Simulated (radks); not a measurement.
Valence configurations of Ho (all share [Xe]). Calculated with a radial shooting solver on a logarithmic mesh with Libxc functionals: scalar-relativistic Kohn-Sham, r2SCAN, spin-unpolarised, spherical densities, finite nucleus; meta-GGA in the generalised Kohn-Sham scheme; Fermi nuclear charge, rms radius 5.2022 fm. Energies are relative to 4f11 6s2; eigenvalues in eV.

valence,E (eV),e(4f),e(5d),e(6p),e(6s)
4f11 6s2,0.000,-3.060,-,-,-3.872
4f11 6s1.5 6p0.5,1.406,-3.815,-,-1.462,-4.252
4f11 6s1 6p1,2.796,-4.529,-,-1.788,-4.565
4f11 5d1 6s1,2.987,-2.505,-0.720,-,-3.577
4f10 5d1 6s2,4.732,-9.377,-2.070,-,-4.452
4f10 6s2 6p1,6.109,-12.657,-,-2.194,-5.762
4f9 6s2 6p2,21.526,-23.638,-,-3.161,-7.519

NIST lists [Xe] 4f11 6s2 as the ground configuration; this level of theory agrees among the configurations tried. The energies are those of spherical spin-averaged densities, not of single terms. No valid solution was reached for [Xe] 4f12 6s1; [Xe] 4f13; [Xe] 4f11.5 6s1.5.
